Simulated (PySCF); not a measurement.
C₃H₁₀Si, SMILES `C[SiH](C)C`, neutral singlet in the gas phase. 

Z-matrix (Å, degrees):
```
Si
H 1 1.4942
C 1 1.8734 2 108.61
H 3 1.0928 1 111.15 2 -60.08
H 3 1.0928 4 107.86 1 -122.09
H 3 1.0936 4 107.87 5 -116.26
C 1 1.8734 2 108.61 3 120.00
H 7 1.0928 1 111.15 2 -60.07
H 7 1.0928 8 107.86 1 -122.09
H 7 1.0936 8 107.86 9 -116.27
C 1 1.8734 2 108.61 7 120.00
H 11 1.0928 1 111.15 2 60.08
H 11 1.0928 12 107.86 1 122.09
H 11 1.0936 12 107.87 13 116.26
```
Charge 0, spin multiplicity 1.

All levels are single points at this geometry (PBE0-D3(BJ)/def2-TZVP); Pople sets use spherical d functions. Orbital energies aren't observables, and empty levels follow the basis.

```csv
level,HOMO (eV),LUMO (eV),gap (eV),dipole (D),"vertical IE, Delta-SCF (eV)"
TPSSh-D3(BJ)/def2-TZVP in PySCF,-7.85,0.87,8.72,0.57,10.34
B3LYP/6-311+G** in PySCF,-8.36,-0.15,8.21,0.54,–
BP86/6-31G* in PySCF,-7.08,1.59,8.67,0.69,–
SVWN5/6-31G* in PySCF,-7.03,1.43,8.46,0.72,–
HF/3-21G in PySCF,-11.63,6.25,17.88,0.55,–
HF/STO-3G in PySCF,-10.19,14.16,24.35,0.11,–
```
